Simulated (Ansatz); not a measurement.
System: ammonia borane, sum formula BNH6, net charge 0, singlet state. 
Coordinates optimised at B3LYP-D3(BJ)/def2-TZVP (Ansatz, an electronic-structure program):
SMILES: [NH3+][BH3-]
```xyz
8

B     -0.9205     0.1288    -0.0265
N      0.7210    -0.1009     0.0208
H     -1.3171    -0.6321    -0.8771
H     -1.0639     1.2934    -0.3145
H     -1.3056    -0.1454     1.0853
H      0.9465    -1.0627     0.2580
H      1.1524     0.5023     0.7152
H      1.1430     0.1067    -0.8798
```

Basis-set convergence of Hartree-Fock and CCSD correlation energies (hartree) with Ansatz. Correlated levels leave the core frozen unless marked. No spin-orbit coupling. No relativistic terms.

```tsv
basis	functions	E(HF)	E(corr, CCSD)
def2-SVPD	88	-82.56412	-0.34724
def2-TZVPPD	176	…	…
```

Question: Some entries are withheld; supply them.

Answer: 
- def2-TZVPPD, E(HF): -82.65545
- def2-TZVPPD, E(corr, CCSD): -0.39884
